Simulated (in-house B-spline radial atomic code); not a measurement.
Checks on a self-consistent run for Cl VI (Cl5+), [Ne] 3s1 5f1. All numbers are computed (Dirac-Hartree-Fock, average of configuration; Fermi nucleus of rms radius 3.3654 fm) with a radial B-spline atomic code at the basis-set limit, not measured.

| orbital | q | ε (Eh) | <1/r> | <r²> | small-component weight |
| --- | --- | --- | --- | --- | --- |
| 1s1/2 | 2 | -109.17922 | 16.6894 | 0.0110933 | 0.0036672 |
| 2s1/2 | 2 | -14.33958 | 3.36156 | 0.225832 | 0.00059042 |
| 2p1/2 | 2 | -11.79668 | 3.24889 | 0.197769 | 0.00055983 |
| 2p3/2 | 4 | -11.73095 | 3.22534 | 0.199742 | 0.00055619 |
| 3s1/2 | 1 | -3.94192 | 1.07746 | 1.8612 | 0.00013134 |
| 5f5/2 | 0.42857 | -0.72687 | 0.245107 | 30.4588 | 1.9999e-05 |
| 5f7/2 | 0.57143 | -0.72685 | 0.24509 | 30.4613 | 1.9998e-05 |

Electron-electron repulsion V_ee = 128.8797 hartree.

Problem. What total energy follows from the eigenvalues?

Solution. The eigenvalues count the repulsion twice, so E = Σqε - V_ee = -322.224 - 128.880 = -451.103 hartree; the run printed -451.103.

Problem. Does the Dirac virial theorem hold?

Solution. For a point nucleus E = -2c²Σq·w, with w the small-component weight. Here Σq·w = 0.012011 and c = 137.0360, so the ratio E/(-2c²Σq·w) is 1.000002.

Problem. What diamagnetic shielding (Lamb formula) and susceptibility (Langevin formula) do the radii give?

Solution. σ = (α²/3)Σq<1/r> = 60.8236/(3·137.036²) = 1079.6 ppm, and χ = -0.79199×10⁻⁶·Σq<r²> = -26.92×10⁻⁶ cm³/mol with Σq<r²> = 33.99 bohr². Both are non-relativistic formulas without the paramagnetism of open shells.
